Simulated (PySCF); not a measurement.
# How methods differ on the excitation energy of Zr⁺

Zr⁺ [Kr] 4d2 5s1 (4F) → Zr⁺ [Kr] 4d3 (4F), as a difference of total energies. All numbers are calculated (PySCF 2.14, scalar relativity by spin-free X2C-1e, in x2c-TZVPPall (8s6p6d2f1g, 79 functions)). Correlated levels: valence: [Kr] frozen; valence and next inner shell: [Ar] 3d10 frozen. The calculations carry no spin-orbit coupling.

```json
{"method": "UHF", "excitation energy (cm⁻¹)": "3831.2", "error (cm⁻¹)": "+1316"}
{"method": "LDA", "excitation energy (cm⁻¹)": "2316.2", "error (cm⁻¹)": "-199"}
{"method": "PBE", "excitation energy (cm⁻¹)": "1513.0", "error (cm⁻¹)": "-1002"}
{"method": "PBE0", "excitation energy (cm⁻¹)": "1155.5", "error (cm⁻¹)": "-1359"}
{"method": "r2SCAN", "excitation energy (cm⁻¹)": "1679.9", "error (cm⁻¹)": "-835"}
{"method": "M06-L", "excitation energy (cm⁻¹)": "-2762.6", "error (cm⁻¹)": "-5277"}
{"method": "CAM-B3LYP", "excitation energy (cm⁻¹)": "2039.5", "error (cm⁻¹)": "-475"}
{"method": "BHandHLYP", "excitation energy (cm⁻¹)": "2148.6", "error (cm⁻¹)": "-366"}
{"method": "BLYP", "excitation energy (cm⁻¹)": "2604.1", "error (cm⁻¹)": "+89"}
{"method": "MP2 (valence)", "excitation energy (cm⁻¹)": "3057.9", "error (cm⁻¹)": "+543"}
{"method": "SCS-MP2 (valence)", "excitation energy (cm⁻¹)": "3573.4", "error (cm⁻¹)": "+1059"}
{"method": "MP2 (valence and next inner shell)", "excitation energy (cm⁻¹)": "3322.2", "error (cm⁻¹)": "+807"}
{"method": "SCS-MP2 (valence and next inner shell)", "excitation energy (cm⁻¹)": "3582.1", "error (cm⁻¹)": "+1067"}
```

Reference: 2514.8 cm⁻¹ (measured; NIST levels, between the centres of gravity of the two terms).

Errors of the correlated levels include the incompleteness of this basis and the frozen core.
